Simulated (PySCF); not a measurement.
GeH2OS, SMILES [OH][Ge][SH] (connectivity only; charge and spin as stated), neutral, multiplicity 1. Atoms are numbered in the order given.

```xyz
5

Ge     0.4656     0.5194     0.0000
O     -1.1242     1.3548     0.0000
H     -1.9200     0.8103     0.0000
S     -0.3068    -1.6310     0.0000
H      0.9232    -2.1723     0.0000
```

The structure is a stationary point at B3LYP-D3(BJ)/def2-TZVP. One conformer was computed; it need not be the lowest.

All values below come from TDA-M06-2X/def2-SVPD (PySCF).

Vertical excitations. Gas-phase values at a fixed geometry. State labels are in the subgroup Cs.

Computed excitation energies, oscillator strengths and character:
| state | symmetry | energy (eV) | λ (nm) | f | main pairs |
|---|---|---|---|---|---|
| S1 | A" | 4.24 | 293 | 0.045 | HOMO→LUMO 98 % |
| S2 | A' | 5.13 | 242 | 0.014 | HOMO−1→LUMO 85 % |
| S3 | A" | 6.08 | 204 | 0.002 | HOMO−1→LUMO+1 68 %, HOMO−1→LUMO+5 10 % |
| S4 | A' | 6.36 | 195 | 0.108 | HOMO→LUMO+1 59 %, HOMO→LUMO+2 29 % |
| S5 | A" | 6.46 | 192 | 0.008 | HOMO−2→LUMO 91 % |
| S6 | A' | 6.58 | 188 | 0.166 | HOMO→LUMO+2 42 %, HOMO→LUMO+3 26 %, HOMO→LUMO+1 18 % |
| S7 | A" | 6.61 | 188 | 0.066 | HOMO−1→LUMO+2 80 % |
| S8 | A' | 7.11 | 174 | 0.656 | HOMO→LUMO+3 49 %, HOMO→LUMO+2 17 %, HOMO−3→LUMO 15 % |
| S9 | A" | 7.11 | 174 | 0.007 | HOMO−1→LUMO+3 65 %, HOMO−1→LUMO+1 12 % |
| S10 | A' | 7.48 | 166 | 0.235 | HOMO−3→LUMO 68 %, HOMO→LUMO+3 12 % |
| T1 | A" | 2.72 | 456 | 0 | HOMO→LUMO 93 % |
| T2 | A' | 4.28 | 290 | 0 | HOMO−1→LUMO 98 % |
| T3 | A' | 4.84 | 256 | 0 | HOMO→LUMO+1 66 %, HOMO→LUMO+2 12 % |
| T4 | A" | 5.79 | 214 | 0 | HOMO−1→LUMO+1 43 %, HOMO−2→LUMO 27 %, HOMO−1→LUMO+5 10 %, HOMO−1→LUMO+3 9 % |
Triplets are in the Tamm–Dancoff approximation.
